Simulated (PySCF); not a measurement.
**Name the molecule from its bond curve**

A diatomic of charge +1 contains Cs. Its doublet curve at PBE0 in a double-zeta basis (scalar-relativistic core potentials, PySCF), in eV from the separated fragments:

```json
{"R (Å)": "3.275", "E (eV)": "-0.135"}
{"R (Å)": "3.427", "E (eV)": "-0.201"}
{"R (Å)": "3.579", "E (eV)": "-0.236"}
{"R (Å)": "3.694", "E (eV)": "-0.247"}
{"R (Å)": "3.808", "E (eV)": "-0.249"}
{"R (Å)": "3.922", "E (eV)": "-0.246"}
{"R (Å)": "4.075", "E (eV)": "-0.236"}
{"R (Å)": "4.265", "E (eV)": "-0.218"}
{"R (Å)": "4.493", "E (eV)": "-0.194"}
{"R (Å)": "4.798", "E (eV)": "-0.163"}
```

The fit gives ωe = 111 cm⁻¹ and the rotational constant Bₑ = 0.1151 cm⁻¹.

**Question.** Which atom is the partner?

**Answer.** The minimum lies at 3.796 Å, so the reduced mass is 16.8576 u Å² cm⁻¹/(Bₑ·Re²) = 10.16 u. With Cs at 132.91 u the partner weighs about 11.0 u: B. The molecule is CsB⁺.

Spin–orbit coupling is left out. The state is the lowest determinant that a PBE0 search found; another state may lie lower at other levels.
